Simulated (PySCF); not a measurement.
Cl3Ga, SMILES [Cl][Ga-]([Cl])[Cl], charge -1, multiplicity 2. Coordinates come from a B3LYP-D3(BJ)/def2-SVPD optimisation.

Computed equilibrium geometry at B3LYP-D3(BJ)/def2-SVPD (PySCF confirms it by a frequency run) as a Z-matrix, and its point group:
point group C3v.
```
Ga
Cl 1 2.3120
Cl 1 2.3120 2 108.06
Cl 1 2.3120 2 108.06 3 -116.70
```
Charge -1, spin multiplicity 2.
